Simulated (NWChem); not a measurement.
SiH3SO2F; SMILES O[Si](O)(F)S

```xyz
8

O     -1.2827    -0.9628     0.7980
Si     0.0550    -0.3367     0.0753
O      1.3797    -0.9052     0.8545
F      0.0937    -0.7940    -1.4697
S      0.0006     1.7896     0.1485
H     -2.1305    -0.8171     0.3544
H      1.3867    -1.8577     1.0321
H      0.9442     1.9834    -0.7983
```
Atoms are numbered in this order, from 1.

Geometry: optimised at B3LYP/6-31G* (spherical d).

### Question
Give the principal values of the shielding tensors (ppm) of O1, Si2, O3, F4, S5 from PBE0/pcSseg-1, GIAO (NWChem), with their diamagnetic and paramagnetic parts as GIAO splits them.

### Answer
```tsv
atom	σ11	σ22	σ33	isotropic	diamagnetic	paramagnetic
O1	236.7	252.6	306.5	265.3	390.0	-124.8
Si2	348.1	400.6	409.6	386.1	880.9	-494.8
O3	236.9	256.5	320.2	271.2	389.5	-118.2
F4	241.2	247.7	369.2	286.0	472.4	-186.4
S5	627.8	678.7	862.5	723.0	1057.9	-334.9
```
